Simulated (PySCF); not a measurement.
Spin-rotation constants: `C=CCC[Se]C=C`, C6H10Se

Molfile (atoms numbered from 1):
```
C6H10Se
     RDKit          3D

 17 16  0  0  0  0  0  0  0  0999 V2000
   -2.1626    0.8567    1.3097 C   0  0  0  0  0  0  0  0  0  0  0  0
   -1.9802    0.8506    0.0035 C   0  0  0  0  0  0  0  0  0  0  0  0
   -1.1857   -0.1430   -0.7886 C   0  0  0  0  0  0  0  0  0  0  0  0
   -0.4884   -1.2226    0.0201 C   0  0  0  0  0  0  0  0  0  0  0  0
    0.9847   -0.5331    1.1420 Se  0  0  0  0  0  2  0  0  0  0  0  0
    2.2319   -0.2566   -0.2605 C   0  0  0  0  0  0  0  0  0  0  0  0
    3.3780    0.3896   -0.1250 C   0  0  0  0  0  0  0  0  0  0  0  0
   -2.7508    1.6203    1.7890 H   0  0  0  0  0  0  0  0  0  0  0  0
   -1.7359    0.1143    1.9646 H   0  0  0  0  0  0  0  0  0  0  0  0
   -2.4333    1.6238   -0.6050 H   0  0  0  0  0  0  0  0  0  0  0  0
   -0.4439    0.4071   -1.3790 H   0  0  0  0  0  0  0  0  0  0  0  0
   -1.8609   -0.6279   -1.5041 H   0  0  0  0  0  0  0  0  0  0  0  0
   -0.0418   -1.9708   -0.6393 H   0  0  0  0  0  0  0  0  0  0  0  0
   -1.1818   -1.7215    0.6976 H   0  0  0  0  0  0  0  0  0  0  0  0
    1.9258   -0.7000   -1.1992 H   0  0  0  0  0  0  0  0  0  0  0  0
    3.6767    0.8256    0.8138 H   0  0  0  0  0  0  0  0  0  0  0  0
    4.0612    0.4995   -0.9505 H   0  0  0  0  0  0  0  0  0  0  0  0
  1  2  2  0
  2  3  1  0
  3  4  1  0
  4  5  1  0
  5  6  1  0
  6  7  2  0
  1  8  1  0
  1  9  1  0
  2 10  1  0
  3 11  1  0
  3 12  1  0
  4 13  1  0
  4 14  1  0
  6 15  1  0
  7 16  1  0
  7 17  1  0
M  END
```

Method used: GIAO CAM-B3LYP/pcSseg-1 magnetisability, rotational g tensor and spin-rotation constants, non-relativistic, gas phase (PySCF 2.14.0). Geometry: GFN2-xTB.

The calculation is non-relativistic, which matters for the atoms heavier than Zn.

**Question.** Give the nuclear spin-rotation constants along the inertial axes (H = +C I·J) beside the isotropic shieldings.

**Answer.** Rotational constants 3.2406, 1.0469, 0.9658 GHz. A star marks the isotopologue with that one atom substituted, in its own axes.
```
atom  isotope  Caa (kHz)  Cbb (kHz)  Ccc (kHz)  mean (kHz)  σ (ppm)
  H8       1H     -0.096     -0.092     -0.005      -0.065     26.3
  H9       1H     -0.191     -0.008     -0.063      -0.087     26.7
 H10       1H     -0.146     -0.017     -0.050      -0.071     25.7
 H11       1H     -0.181     -0.045     -0.082      -0.103     29.5
 H12       1H     -0.218     -0.072     -0.043      -0.111     29.3
 H13       1H     -0.222     -0.082     -0.030      -0.111     29.0
 H14       1H     -0.212     -0.034     -0.081      -0.109     29.2
 H15       1H     -0.294      0.010     -0.034      -0.106     25.5
 H16       1H     -0.303      0.005     -0.036      -0.111     26.3
 H17       1H     -0.141      0.031     -0.105      -0.072     26.1
  C1     13C*      0.925      0.326      0.303       0.518     61.3
  C2     13C*      1.044      0.371      0.322       0.579     39.6
  C3     13C*      0.518      0.197      0.157       0.291    149.6
  C4     13C*      0.539      0.175      0.166       0.293    151.0
 Se5    77Se*      4.882      2.233      1.872       2.996   1410.5
  C6     13C*      0.978      0.484      0.274       0.579     31.9
  C7     13C*      0.792      0.440      0.232       0.488     62.1
```
For the geometry as given, no vibrational averaging.

**Question.** How do the rotational constants and the g tensor change when H8, H9, H10, H11, H12, H13, H14, H15, H16, H17 are replaced by deuterium?

**Answer.** Constants 2.6529, 0.9082, 0.8414 GHz; g -0.0112, -0.0099, -0.0049, against -0.0136, -0.0111, -0.0058 before.
